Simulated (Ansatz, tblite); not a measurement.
Cost and result up the ladder for Hf2Cl8 (relaxed from a model of Hf2(Cl)8, whose bonding it doesn't keep) (10 atoms). Charge 0, multiplicity 1. Geometry: r2SCAN-D4/def2-SVP.

```xyz
10

Hf    1.0666    1.1470    1.3320
Cl    3.2558    0.5582    0.7937
Cl    1.2634    3.4678    1.4866
Cl    0.5051    0.6475    3.5420
Cl   -0.6040    1.4066   -0.5190
Hf   -1.0975   -1.1450   -1.3066
Cl   -3.3676   -0.6072   -1.2226
Cl   -1.2379   -3.4666   -1.4960
Cl   -0.1079   -0.6137   -3.3498
Cl    0.3240   -1.3946    0.7397
```

Ansatz on 4 threads of Intel Xeon on a shared host; xTB runs through tblite on one thread. Times are rough, summed over both states, and most runs start from the orbitals of an earlier one. PBE0-D4/def2-TZVP serves as the yardstick here, not as an exact answer. The other state is a doublet.

In the def2 sets Hf takes a core potential; there is no spin–orbit coupling. The xTB rows come from tblite. HOMO above LUMO, or a gap near zero within one spin, warns that the state may not be the lowest or that an electron is smeared out.

Raw xTB energies of ions are shifted by several eV.

```
                          level  functions  wall time
                       GFN1-xTB         90     0.23 s
                       GFN2-xTB         90     0.28 s
               PBE-D4/def2-TZVP        376       62 s
PBE0-D4/def2-TZVP (with forces)        376    3.8 min
```

**Question.** Estimate what each level gives for the vertical IE (eV).

**Answer.** 
| level | vertical IE (eV) | difference from PBE0-D4/def2-TZVP (eV) | remarks |
| --- | --- | --- | --- |
| GFN1-xTB | 15.51 | 4.58 | – |
| GFN2-xTB | 14.35 | 3.42 | – |
| PBE-D4/def2-TZVP | 10.10 | -0.83 | gap within one spin near zero (+1 doublet) |
| PBE0-D4/def2-TZVP (with forces) | 10.93 | 0.00 | – |
